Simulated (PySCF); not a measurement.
Geometries of 2 isomers of C3H6B2, from PBE0-D3(BJ)/def2-SVP geometry optimisation, gas phase in PySCF. One conformer each, no zero-point energy, no frequencies.

**Question.** Which is lower in electronic energy at this level?
A.
```xyz
11
angstrom
B     -1.737   -0.121    0.859
C     -0.997    0.432   -0.396
B      0.125   -0.597   -0.742
C      1.593   -0.309   -0.472
C      2.768   -0.072   -0.245
H     -1.745    0.487    1.904
H     -2.308   -1.187    0.805
H     -1.741    0.322   -1.210
H     -0.646    1.466   -0.287
H     -0.169   -1.673   -1.208
H      3.804    0.136   -0.046
```
B.
```xyz
11
angstrom
B     -1.360   -0.152    0.189
C     -0.027    0.032   -0.611
B      0.338    1.549   -0.476
C      1.027   -0.939   -0.402
C      1.910   -1.749   -0.222
H     -2.324    0.505   -0.123
H     -1.425   -0.929    1.109
H     -0.426    0.022   -1.655
H      1.389    1.893    0.006
H     -0.455    2.376   -0.857
H      2.692   -2.467   -0.061
```

**Answer.** A. That is `BCBC#C`, 19.2 kcal/mol below the other.

| SMILES | atoms numbered as above | E (Eh) | relative (kcal/mol) | relative (kJ/mol) | dipole (D) |
| --- | --- | --- | --- | --- | --- |
| BCBC#C | [BH2:1][CH2:2][BH:3][C:4]#[CH:5] | -167.19687 | 0.0 | 0.0 | 0.97 |
| BC(B)C#C | [BH2:1][CH:2]([BH2:3])[C:4]#[CH:5] | -167.16621 | 19.2 | 80.5 | 0.67 |
